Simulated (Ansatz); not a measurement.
`F[SiH](F)[SiH2]Cl` → `F[SiH2]F` + `[SiH]Cl`  (silylene formation by 1,1-elimination)

Program: Ansatz. Geometries: PBE0-D4/def2-TZVP. ΔE: electronic, gas phase. CCSD(T)/CBS is the MP2 limit (def2-TZVPP, def2-QZVPP) plus CCSD(T) − MP2 in def2-TZVPP, frozen cores. This one scheme is used for every species. DFT in def2-TZVPP. B3LYP here is the variant with VWN-RPA as its local correlation; programs differ in this. Each species was taken in one conformer, which may not be the lowest.

```tsv
level	ΔE (kJ/mol)	difference from CCSD(T)/CBS
LDA (SPW92)	206.8	30.3
revPBE-D4	182.9	6.4
B3LYP-D4	173.5	-3.0
BHLYP-D4	183.3	6.8
PBE0	187.1	10.6
r2SCAN0	196.0	19.5
RPA@PBE/def2-TZVPP	152.2	-24.3
MP2/def2-SVP	172.5	-4.0
MP2/def2-TZVPP	180.5	4.0
HF/CBS(def2)	158.5	-18.0
CCSD(T)/CBS	176.5	0
```

Largest T1 diagnostic among the species: 0.013.

In def2-TZVPP, CCSD(T) changes the Hartree–Fock value by +10.9 kJ/mol (the triples alone add +2.5 kJ/mol) and MP2 by +21.9 kJ/mol. Leaving LDA and LC-ωPBE aside and taking each functional with its dispersion term where it has one, the values, not all of them listed here, spread over 35.5 kJ/mol, from BLYP-D4 to r2SCAN0-D4. LDA lies +28.9 kJ/mol from PBE without D4.

CCSD(T)/CBS has its own doubt, a few kJ/mol and more with outer-core shells, so smaller differences from it don't rank the levels.
